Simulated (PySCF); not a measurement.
GaHBr2, SMILES [Br][GaH][Br]. Coordinates come from a PBE-D3(BJ)/def2-SVP optimisation.

Computed equilibrium geometry at PBE-D3(BJ)/def2-SVP (PySCF confirms it by a frequency run) as Cartesian coordinates in Å, and its point group:
point group C2v.
```xyz
4

Ga     0.0000     0.0000    -0.8158
H      0.0000     0.0000    -2.3779
Br     0.0000    -1.9502     0.3952
Br     0.0000     1.9502     0.3952
```
